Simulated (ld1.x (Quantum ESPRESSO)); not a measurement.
## Scattering properties, PAW potential for boron (B)

| Quantity | Value |
| --- | --- |
| Element | boron |
| Generator | ld1.x (Quantum ESPRESSO) 7.5 |
| Type | PAW |
| Functional | PBE |
| Relativity | scalar-relativistic |
| Frozen core | [He] |
| Valence charge | 3 |
| Reference configuration | 2s1 2p2 |
| Partial waves | 2s (bound): rcut 1.10, rcutus 1.40 bohr; 2s channel at 0.75 Ry: rcut 1.10, rcutus 1.40 bohr; 2p (bound): rcut 2.25, rcutus 3.05 bohr; 2p channel at 3.05 Ry: rcut 2.25, rcutus 3.05 bohr |
| Local potential | all-electron potential smoothed inside 1.35 bohr (lloc = -1) |
| Core correction | Bessel-smoothed model core inside 0.85 bohr |
| Augmentation charge | PSQ, inside the norm-conserving radii |

The phase is arctan(r·u′/u) with u = r·R(r), unwrapped; energies in Ry, scanned from -3 to 5 Ry. A pole is an energy at which the radial function vanishes at the test radius. The pseudo phase is shifted by a multiple of π to meet the all-electron one at the reference energy, and phase errors are pseudo minus all-electron; the curves can meet again beyond the range given. Levels narrower than the energy grid can be missing from the lists of poles.

Problem. For each channel, where are the poles, and over which energies does the pseudopotential scatter like the atom?

Solution.

| channel | radius (bohr) | reference energy (Ry) | poles, all-electron | poles, pseudo | unbroken range about the reference energy with phases within 0.05 rad | phase error 1 Ry above the reference energy (rad) |
| --- | --- | --- | --- | --- | --- | --- |
| s | 3.31 | -0.73 | -0.53, 2.88 | -0.53, 2.88 | the whole range | +0.000 |
| p | 3.31 | -0.30 | -0.05, 2.83 | -0.05, 2.83 | below 4.7 | +0.001 |

Phases in the p channel:

```
E (Ry)  all-electron  pseudo
 -3.00         1.390   1.390
 -2.76         1.381   1.381
 -2.52         1.372   1.371
 -2.28         1.360   1.360
 -2.04         1.346   1.346
 -1.80         1.328   1.328
 -1.56         1.306   1.306
 -1.32         1.274   1.274
 -1.08         1.227   1.226
 -0.84         1.140   1.140
 -0.60         0.909   0.909
 -0.36        -0.447  -0.447
 -0.12        -1.483  -1.483
  0.12        -1.695  -1.695
  0.36        -1.821  -1.821
  0.60        -1.958  -1.958
  0.84        -2.192  -2.190
  1.08        -2.748  -2.742
  1.32        -3.716  -3.710
  1.56        -4.232  -4.229
  1.80        -4.440  -4.439
  2.04        -4.548  -4.548
  2.28        -4.616  -4.616
  2.52        -4.664  -4.664
  2.76        -4.703  -4.703
  3.00        -4.737  -4.737
  3.24        -4.768  -4.768
  3.48        -4.801  -4.801
  3.72        -4.838  -4.838
  3.96        -4.885  -4.883
  4.20        -4.951  -4.947
  4.44        -5.061  -5.049
  4.68        -5.294  -5.253
  4.92        -5.953  -5.788
```
